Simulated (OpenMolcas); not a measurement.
A run on Rh2+ among 6 point charges of -0.85 e arranged as an octahedron (Oh), 1.79 Å from the ion.
```
   1.7900    0.0000    0.0000  -0.85
   0.0000    1.7900    0.0000  -0.85
  -1.7900    0.0000    0.0000  -0.85
   0.0000   -1.7900    0.0000  -0.85
   0.0000    0.0000    1.7900  -0.85
   0.0000    0.0000   -1.7900  -0.85
```

```yaml
Program: OpenMolcas 26.06
Method: CASSCF
Basis: ANO-RCC-VDZP [6s5p3d1f]
Scalar_Hamiltonian: DKH2, point nucleus
Active_space: 7 electrons in 5 orbitals (4d)
State_averaging: 2S+1 = 4 even, 10 roots; 2S+1 = 2 even, 40 roots
Spin-orbit_coupling: state interaction with AMFI integrals over the reference wave functions
```

43 basis functions. Blocks (2S+1, parity, CSFs, roots kept): 4, even, 10, 10; 2, even, 40, 40.

Task: How long do the RASSCF and RASSI steps take on 1 thread of Intel(R) Xeon(R) 6975P-C (Granite Rapids), on a shared host?

Result: About 6.6 s of wall time, without the integral step.
